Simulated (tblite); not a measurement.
Isomers of C8H14F2. Level: GFN2-xTB in tblite, geometry and Hessian alike; calculated harmonic values, unscaled, isolated species. This tight-binding method is rough: wavenumbers can miss measured ones by several per cent, in bad cases by 10 to 20. One conformer each.

Electronic energies: GFN2-xTB at the same geometries; isomer energies are rough at this level and their order can be wrong.

| SMILES | electronic energy, lowest = 0 (kcal/mol) |
| --- | --- |
| CC(C)[C@@]1(F)CC[C@H](F)C1 | 3.6 |
| C[C@@H]1CC[C@@H](C(C)(F)F)C1 | 0.1 |
| C[C@@H]1CC[C@H](C(C)(F)F)C1 | 0.0 |
| FC[C@@H]1CCCC[C@@H](F)C1 | 8.5 |

Problem. How do GFN2-xTB zero-point energies change the relative energies?

Solution. 
```
                      SMILES  ZPE (kcal/mol)  of it from modes above 1550 cm⁻¹  electronic (kcal/mol)  with ZPE, lowest = 0 (kcal/mol)  lowest mode (cm⁻¹)  rings
 C[C@@H]1CC[C@H](C(C)(F)F)C1           129.3                              60.3                    0.0                              0.0                  29      1
C[C@@H]1CC[C@@H](C(C)(F)F)C1           129.3                              60.3                    0.1                              0.1                  11      1
  CC(C)[C@@]1(F)CC[C@H](F)C1           129.3                              60.3                    3.6                              3.7                  40      1
    FC[C@@H]1CCCC[C@@H](F)C1           130.7                              59.4                    8.5                             10.0                  64      1
```

The zero-point energies span 1.4 kcal/mol, from `C[C@@H]1CC[C@H](C(C)(F)F)C1` to `FC[C@@H]1CCCC[C@@H](F)C1`. The order is unchanged.

Problem. What do entropy and thermal enthalpy add at 298.15 K and 1 bar (rigid rotor, harmonic oscillator, one conformer each)?

Solution. 
| SMILES | point group | symmetry number | S (cal/(mol K)) | H − H(0) (kcal/mol) | ZPE + H − H(0) − TS (kcal/mol) |
| --- | --- | --- | --- | --- | --- |
| C[C@@H]1CC[C@H](C(C)(F)F)C1 | C1 | 1 | 102.4 | 7.36 | 106.1 |
| CC(C)[C@@]1(F)CC[C@H](F)C1 | C1 | 1 | 100.3 | 7.24 | 106.7 |
| FC[C@@H]1CCCC[C@@H](F)C1 | C1 | 1 | 97.7 | 6.78 | 108.4 |

Not tabulated: `C[C@@H]1CC[C@@H](C(C)(F)F)C1` (lowest mode only 11 cm⁻¹).
